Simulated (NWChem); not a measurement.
System: CH4AlI; SMILES [I][AlH][CH3]

All runs: NWChem. Medium grid unless said otherwise, to which SCAN and Minnesota functionals are sensitive. Coordinates come from a PBE0/def2-SVP optimisation. def2 effective core potentials on I; no spin-orbit coupling. Hybrids' shares of exact exchange are those that their runs print; pure functionals count as 0. The functionals differ in more than this share.

```csv
row,share of exact exchange,orbital gap (eV)
PBE/def2-SVP,0.00,4.12
"LDA (Slater exchange, VWN5)/def2-SVP",0.00,4.02
B3LYP/def2-SVP,0.20,5.56
M06/def2-SVP,0.27,5.87
BHandHLYP/def2-SVP,0.50,withheld
M05-2X/def2-SVP,0.56,7.93
```

Fit a straight line of the last column on the one before it, predict the withheld value, and compare with the run.


1. Means of the 5 shown rows: x = 0.206, y = 5.500. Slope Σ(x − x̄)(y − ȳ)/Σ(x − x̄)² = 1.473/0.2143 = 6.872; intercept 4.084.
2. The shown rows scatter about the line by 0.064 (root mean square); the largest residual is +0.10, at B3LYP/def2-SVP.
3. At x = 0.50 (BHandHLYP/def2-SVP; inside the shown range) the line gives 7.52.
4. The run gives 7.74, +0.22 from the line, 3.4 times the scatter.
